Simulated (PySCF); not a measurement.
## GaO: one state, many levels of theory

State: ²Σ⁺ (doublet), unpaired electrons σ ↑. Set-up: basis Ga def2-TZVPPD, O def2-TZVPPD; no relativity; PySCF 2.14. De refers to Ga + O in their high-spin ground configurations, without counterpoise correction. The functionals are run spin-unrestricted. A positive dipole means Ga(−)O(+). Levels whose curve was spin-contaminated or gave no clean fit are not listed.

```csv
Level,Re (Å),ωe (cm⁻¹),De (eV),μ (D)
ROHF,1.804,617,1.75,-2.97
ROHF-CCSD,1.711,741,3.90,n/a
ROHF-CCSD(T),1.708,756,4.20,n/a
PBE,1.711,756,4.81,-3.71
revPBE,1.719,741,4.51,-3.74
BLYP,1.729,721,4.65,-3.72
TPSS,1.707,761,4.55,-3.72
r²SCAN,1.696,774,4.53,-3.70
PBE0,1.705,741,4.18,-3.84
HSE06,1.709,730,4.17,-3.79
BHandHLYP,1.733,672,3.59,-3.71
B2PLYP,1.696,738,4.27,-3.59
```

(1) Which functional lies closest to ROHF-CCSD(T) in De, which farthest, and by how much do they differ from it?

(2) What does a quarter of exact exchange do here, going from PBE to PBE0?

(3) What does the step from GGA to meta-GGA do here, going from PBE to r²SCAN?

Correlated steps freeze 10 core orbitals. Spin–orbit coupling is left out. B2PLYP dipoles, levels and charges come from its SCF part alone. The CCSD T1 diagnostic is raised, a sign that a single reference may not be enough here. The state is the lowest determinant that a PBE0 search found; another state may lie lower at other levels.

The whole job (state search and all levels along the bond) took about 15 min on 2 threads of Arm Neoverse V1 (shared host), peak memory 3.5 GiB.

## Answers

(1) Closest is PBE0 (-0.3 pm in Re, -2.0 % in ωe, -0.02 eV in De against ROHF-CCSD(T) in the same basis), farthest BHandHLYP (+2.5 pm in Re, -11.1 % in ωe, -0.61 eV in De). CCSD(T) converges more slowly with the basis than the functionals do and binds too weakly in this one, so the order can change at the basis-set limit.

(2) PBE0 less PBE: -0.6 pm in Re, -2.0 % in ωe, -0.63 eV in De. Exact exchange removes part of the self-interaction that spreads semilocal densities, and in most molecules shortens and stiffens the bond and lowers De; here ωe goes the other way.

(3) r²SCAN less PBE: -1.5 pm in Re, +2.4 % in ωe, -0.28 eV in De.
